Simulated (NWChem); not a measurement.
Si2H3F3; SMILES F[Si](F)(F)[SiH3]

All runs: NWChem. Geometry: optimised at PBE0/def2-SVP.

For level Hartree-Fock/def2-SVPD:

| Item | Value |
|---|---|
| orbital gap (eV) | 14.76 |
| dipole (D) | 2.64 |

Problem. What are these values for level Hartree-Fock/def2-SVP?

Solution. 
| Quantity | Value |
|---|---|
| orbital gap (eV) | 15.91 |
| dipole (D) | 2.51 |
